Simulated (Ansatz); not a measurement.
One change: `[GaH2][CH]1BO1` becomes `CC1BO1`.

Ansatz, PBE0-D4/def2-TZVP geometries, multiplicity 1. 

Scalar relativity is left out up to krypton.

```
                                          property  `[GaH2][CH]1BO1`
               HOMO–LUMO gap (PBE/def2-TZVPP) / eV              4.01
    zero-point energy (PBE0-D4/def2-TZVP) / kJ/mol             118.4
             LUMO energy (ωB97M-V/def2-TZVPP) / eV              0.02
                HOMO energy (PBE0/def2-TZVPP) / eV             -7.76
size of the dipole moment (ωB97M-V/def2-TZVPP) / D              1.26
    size of the dipole moment (PBE/def2-TZVPP) / D              1.09
```

Give the same properties after the change, and the shifts. (Estimate.)

Computed: 
| property | `CC1BO1` | shift |
| --- | --- | --- |
| HOMO–LUMO gap (PBE/def2-TZVPP) / eV | 5.10 | 1.09 |
| zero-point energy (PBE0-D4/def2-TZVP) / kJ/mol | 184.9 | 66.5 |
| LUMO energy (ωB97M-V/def2-TZVPP) / eV | 1.49 | 1.47 |
| HOMO energy (PBE0/def2-TZVPP) / eV | -7.82 | -0.06 |
| size of the dipole moment (ωB97M-V/def2-TZVPP) / D | 1.47 | 0.21 |
| size of the dipole moment (PBE/def2-TZVPP) / D | 1.31 | 0.22 |

With PBE0 the HOMO falls by 0.06 eV and the LUMO rises by 1.30 eV, so the gap widens by about 1.36 eV. PBE moves the HOMO by 0.01 eV and ωB97M-V by -0.12 eV. The zero-point energy changes by 66.5 kJ/mol with +3 modes. Dipoles are sizes alone; their direction can turn.
